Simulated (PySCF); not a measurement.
# Radial density of Ga⁻ (gallium, charge -1)

UHF, [Ar] 3d10 4s2 4p2, high-spin 3P determinant. Computed with PySCF 2.14 in aug-cc-pVDZ-PP with ECP10MDF, with scalar relativity through the core potential. This is the valence pseudo-density: the core potential removes the inner electrons and smooths the orbitals near the nucleus.

```csv
r (bohr),4πr²ρ (e/bohr),4πr²(ρα − ρβ)
0.00178,1.268e-05,0.0000
0.00300,3.551e-05,0.0000
0.00505,9.768e-05,0.0000
0.00849,0.0002563,0.0000
0.0143,0.0006062,0.0000
0.0240,0.001293,0.0000
0.0404,0.004132,0.0000
0.0679,0.03675,0.0000
0.114,0.3983,-0.0005
0.192,2.787,-0.0022
0.323,13.04,0.0028
0.544,26.80,0.0130
0.915,13.41,-0.0087
1.54,2.803,0.1354
2.59,1.285,0.4336
4.35,0.4772,0.3491
7.32,0.1134,0.1101
12.3,0.01509,0.0151
20.7,3.772e-05,0.0000
```

Energies and moments cover only the electrons outside the core potential.

**Question.** Where is the radial spin density 4πr²(ρα − ρβ) most negative, and why is it negative at all?

**Answer.** Around r = 0.915 bohr, down to -0.0087 e/bohr: exchange with the open shell polarises the paired shells in an unrestricted calculation.
